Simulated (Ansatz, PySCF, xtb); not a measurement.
Noncovalent pair: ethylamine (SMILES CCN) (first 10 atoms) with HF (SMILES F); geometry from B3LYP-D3(BJ)/def2-TZVP.
(charge 0, multiplicity 1):
| atom | x (Å) | y (Å) | z (Å) |
|---|---|---|---|
| C | 1.2488 | 0.4907 | 0.0162 |
| C | -0.2581 | 0.3102 | -0.0588 |
| N | -0.6906 | -0.7789 | 0.8387 |
| H | 1.5661 | 1.3184 | -0.6192 |
| H | 1.5586 | 0.6969 | 1.0408 |
| H | 1.7683 | -0.4086 | -0.3250 |
| H | -0.5677 | 0.1293 | -1.0943 |
| H | -0.7585 | 1.2201 | 0.2771 |
| H | -1.6941 | -0.9165 | 0.7888 |
| H | -0.2540 | -1.6555 | 0.5716 |
| F | 0.0175 | -0.0377 | 3.2182 |
| H | -0.2674 | -0.3668 | 2.3466 |

Monomers are frozen at their geometry in the pair; levels with a basis set take the counterpoise correction. Rows marked so take none.

Rows in 3-21G, 6-31G* carry no dispersion term and start afresh at each structure (6-31G* with six Cartesian d functions). MP2/6-31G* freezes PySCF's default core.

Programs: Ansatz (Gaussian orbitals); PySCF for 3-21G rows, 6-31G* rows, the dispersion terms; xtb for the GFN methods. Each number belongs to the level named beside it.

```
level                          interaction energy (kcal/mol)
-----------------------------  -----------------------------
GFN-FF                                                 -7.63
revPBE-D4/def2-TZVPPD                                 -15.93
r2SCAN-D3(BJ)/def2-TZVPPD                             -17.67
B3LYP/3-21G (no counterpoise)                         -23.24
PBE0-D3(BJ)/def2-TZVPPD                               -17.61
CAM-B3LYP-D3(BJ)/def2-TZVPPD                          -17.52
CAM-B3LYP-D4/def2-TZVPPD                              -17.49
wB97M-V/def2-TZVPPD                                   -16.06
MP2/6-31G*                                        (withheld)
```

Fill in the missing entries.


- MP2/6-31G*, interaction energy (kcal/mol): -13.17

Ansatz is a first-principles code.
